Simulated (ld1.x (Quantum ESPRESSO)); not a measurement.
bismuth (Bi): one change to a TM potential, before and after

| Item | Value |
| --- | --- |
| Element | Bi (Z = 83) |
| Generator | ld1.x (Quantum ESPRESSO) 7.5 |
| Type | norm-conserving Troullier–Martins (Kleinman–Bylander form) |
| Functional | LDA (PZ) |
| Relativity | scalar-relativistic |
| Frozen core | [Xe] 4f14 5d10 |
| Valence charge | 5 |
| Reference configuration | 6s2 6p0 (charge +3) |
| Partial waves | 6s (bound): rc 1.40 bohr; 6p (bound, empty): rc 2.15 bohr; 6d channel at 0.25 Ry: rc 2.25 bohr |
| Local potential | all-electron potential smoothed inside 1.80 bohr (lloc = -2) |
| Core correction | a·sin(br)/r model core inside 0.90 bohr |

All-electron outer shells of the reference configuration (LDA (PZ), scalar-relativistic, ld1.x):

```
shell  level (eV)  outermost node (bohr)  outermost maximum (bohr)
   6s      -40.48                   0.98                      1.81
   6p      -27.98                   1.13                      2.21
```

Change: wave 6s (bound): rc 1.40 bohr becomes 6s (bound): rc 1.62 bohr.

Cutoffs: the cutoffs (Ry, on a coarse ladder) from which the occupation-weighted sum of valence levels, in a spherical-Bessel basis at the reference potential, stays within 10 and 1 mRy of its value at 400 Ry; they do not see the model core or the augmentation charge, which bear on the density cutoff. Errors are all-electron minus pseudo energies relative to the spin-unpolarised reference configuration.

Task: How do hardness, ghosts and transferability respond?

Result: The potential gets softer (110 Ry and 180 Ry → 45 Ry and 90 Ry); of the 9 tests that both files solve, the error grows in 0 and shrinks in 2 by more than 15 % and 0.3 meV (median size 94.2 → 73.1 meV); neither file shows a bound ghost. A larger radius leaves more room for a smooth pseudo-wave, so fewer plane waves are needed.

```tsv
quantity	base	changed
cutoff, loose	110 Ry	45 Ry
cutoff, tight	180 Ry	90 Ry
bound ghosts	none	none
error for 6s2 6p3, meV [ΔE -47.43 eV]	-109	-109
error for 6s2 6p2, meV [ΔE -39.28 eV]	-73	-73
error for 6s2 6p1, meV [ΔE -23.71 eV]	-23	-23
error for 6s1 6p0, meV [ΔE 45.91 eV]	-184	-182
error for 6s2 6p2.5, meV [ΔE -44.23 eV]	-94	-94
error for 6s1 6p3, meV [ΔE -28.39 eV]	-66	-27
error for 6s0 6p5, meV [ΔE -26.71 eV]	-178	-47
error for 6s2 6p3 (spin-polarised), meV [ΔE -48.46 eV]	-97	-97
error for 6s2 6p2 (spin-polarised), meV [ΔE -39.83 eV]	-66	-67
s: phases at 2.46 bohr within 0.05 rad from the reference energy up to (Ry; the scan ends near 5)	-1.9	-1.6
p: phases at 2.46 bohr within 0.05 rad from the reference energy up to (Ry; the scan ends near 5)	0.0	0.0
d: phases at 2.46 bohr within 0.05 rad from the reference energy up to (Ry; the scan ends near 5)	1.1	1.1
```
